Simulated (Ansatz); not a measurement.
Coupled-cluster run, C3H6Si, SMILES `CC1=C[SiH2]1`.

```yaml
crystal:
  periodic: [false, false, false]
  atoms:
    - {symbol: C, position_ang: [-0.807644, 0.812867, -1.077890]}
    - {symbol: C, position_ang: [-0.067402, -0.015070, -0.102777]}
    - {symbol: C, position_ang: [0.143398, -1.307896, 0.138532]}
    - {symbol: Si, position_ang: [1.003298, -0.274353, 1.340087]}
    - {symbol: H, position_ang: [-1.334721, 0.201690, -1.815469]}
    - {symbol: H, position_ang: [-1.534710, 1.447331, -0.563808]}
    - {symbol: H, position_ang: [-0.123703, 1.484960, -1.603193]}
    - {symbol: H, position_ang: [-0.169252, -2.240286, -0.317580]}
    - {symbol: H, position_ang: [0.503698, -0.105137, 2.727654]}
    - {symbol: H, position_ang: [2.470136, -0.055207, 1.277341]}
basis:
  gaussian: {orbitals: def2-TZVPP}
correlation: {method: ccsd_t}
output: {orbitals: {seedname: orbitals}}
```

```sh
$ ansatz run in.yaml --threads 2 --pin off --events-out ev --progress --plain --max-ram 4352MiB
```

The program prints (abridged):

```
Functional definition: HF
1269 factors; integrals over basis functions are off by at most 8.3e-4 eV
mean field evaluation 1: about -11044.4775 eV, gradient 3.4e1 eV
mean field evaluation 2: about -11044.7294 eV, gradient 3.4e1 eV
mean field evaluation 4: about -11048.0880 eV, gradient 4.0e0 eV
mean field evaluation 8: about -11048.1505 eV, gradient 2.8e-1 eV
mean field -11048.15077977 eV, -406.0120524512 hartree, gradient 2.5e-6 eV, S^2 0.000000; 0 other end points of the search recorded, 0 dependent functions left out
8 core orbitals not correlated: weight in the atoms' cores, before any rotation towards them, 1.000 or more for the frozen orbitals, at most 0.000 for the correlated occupied ones
reference -11048.15077977 eV, -406.0120524512 hartree; 11, 11 occupied and 200, 200 virtual orbitals, 1269 factors
second order -16.57522295 eV of doubles, -0.00000000 eV of singles
cycle   1  -17.07412943 eV  change   -5.0e-1 eV  update   9.2e-2
cycle   2  -17.55866813 eV  change   -4.8e-1 eV  update   2.8e-2
cycle   3  -17.63961156 eV  change   -8.1e-2 eV  update   1.3e-2
cycle   4  -17.63515764 eV  change    4.5e-3 eV  update   3.7e-3
cycle   5  -17.63582187 eV  change   -6.6e-4 eV  update   1.5e-3
cycle   6  -17.63563860 eV  change    1.8e-4 eV  update   4.5e-4
cycle   7  -17.63551095 eV  change    1.3e-4 eV  update   1.5e-4
cycle   8  -17.63552655 eV  change   -1.6e-5 eV  update   5.4e-5
cycle   9  -17.63552223 eV  change    4.3e-6 eV  update   1.7e-5
perturbative correction -0.81236850 eV, -0.0298539916 hartree
Total energy: -11066.59867050 eV, -406.6899999308 hartree
```

It took 73 s on 2 threads of an Arm Neoverse V2 on a shared host, with 3.3 GiB of host memory at the peak.

MP2 recovers 89.8 % of the CCSD(T) correlation energy and the triples give 4.4 %; T1 = 0.0120.
